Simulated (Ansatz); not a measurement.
Start from `[F][GeH2][F]` and change one atom or group to get `[F][GeH3]`.

Ansatz, PBE0-D4/def2-TZVP geometries, multiplicity 1. 

Outer-core shells of Ge are correlated without core-valence functions. Scalar relativity is left out up to krypton. Spin–orbit coupling is left out.

| property | `[F][GeH2][F]` |
| --- | --- |
| LUMO energy (B3LYP/def2-TZVPP) / eV | -0.31 |
| vertical ionisation energy (CCSD(T)/def2-TZVPP) / eV | 13.03 |
| LUMO energy (PBE0/def2-TZVPP) / eV | -0.01 |
| ideal-gas entropy at 298 K and 1 bar (rigid rotor, harmonic PBE0-D4/def2-TZVP) / J/(mol·K) | 277 |
| HOMO energy (ωB97M-V/def2-TZVPP) / eV | -12.32 |
| HOMO–LUMO gap (B3LYP/def2-TZVPP) / eV | 9.52 |

(1) Give the same properties after the change, and the shifts. (Estimate.)

Results:

(1) The calculation gave: 
```
                                                                                  property  `[F][GeH3]`  shift
                                                       LUMO energy (B3LYP/def2-TZVPP) / eV        -0.42  -0.11
                                      vertical ionisation energy (CCSD(T)/def2-TZVPP) / eV        12.61  -0.42
                                                        LUMO energy (PBE0/def2-TZVPP) / eV        -0.14  -0.13
ideal-gas entropy at 298 K and 1 bar (rigid rotor, harmonic PBE0-D4/def2-TZVP) / J/(mol·K)          252    -25
                                                     HOMO energy (ωB97M-V/def2-TZVPP) / eV       -11.97   0.35
                                                     HOMO–LUMO gap (B3LYP/def2-TZVPP) / eV         9.05  -0.47
```

With PBE0 the HOMO rises by 0.35 eV and the LUMO falls by 0.13 eV, so the gap narrows by about 0.48 eV. PBE moves the HOMO by 0.30 eV and ωB97M-V by 0.35 eV.

B3LYP here is the variant with VWN-RPA as its local correlation; programs differ in this.
